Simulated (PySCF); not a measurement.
Sn(H)3(SiMe3), SMILES C[Si](C)(C)[SnH3] (GFN2-xTB optimised geometry):

```
17

Sn    -1.729    -0.143     0.000
Si     0.820    -0.143     0.000
C      1.402     1.638     0.301
C      1.402    -0.773    -1.692
C      1.402    -1.294     1.392
H     -2.486     1.354     0.000
H     -2.486    -0.892    -1.297
H     -2.486    -0.892     1.296
H      1.043     2.016     1.253
H      2.486     1.690     0.310
H      1.044     2.307    -0.476
H      1.044    -0.137    -2.496
H      1.043    -1.780    -1.885
H      2.486    -0.792    -1.742
H      1.041    -2.307     1.244
H      1.047    -0.955     2.360
H      2.486    -1.330     1.430
```

Computed with PBE0/def2-SVP, def2 effective core potentials past Kr run with PySCF.

Problem. What are the frontier orbital energies and the dipole moment?

Solution. HOMO-2 -8.38 eV, HOMO-1 -8.38 eV, HOMO -7.38 eV, LUMO 0.59 eV, LUMO+1 0.59 eV; dipole moment 2.40 D.

On the same geometry PBE/def2-SVP, def2 effective core potentials past Kr (PySCF) gives HOMO-2 -7.12 eV, HOMO-1 -7.12 eV, HOMO -6.29 eV, LUMO -0.14 eV, LUMO+1 -0.14 eV; dipole moment 2.41 D.
